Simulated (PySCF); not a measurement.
## Electron correlation in Os⁻ (osmium, charge -1)

[Xe] 4f14 5d7 6s2, high-spin 4F determinant. All numbers are calculated (PySCF 2.14, a scalar-relativistic core potential, in aug-cc-pVTZ-PP with ECP60MDF). Frozen: 5s2 5p6; 9 electrons correlated.

| level | correlation energy (mhartree) |
| --- | --- |
| CCSD | -240.55 |
| (T) | -16.22 |
| CCSD(T) | -256.77 |

Diagnostics: T1 = 0.080, D1 = 0.3278, largest double amplitude 0.052.

Spin-orbit coupling, absent here, splits the open shell strongly. T1 exceeds 0.03, a sign that the reference determinant is poor.

Cost of the coupled-cluster step: roughly 40 core-seconds, for 9 correlated electrons.
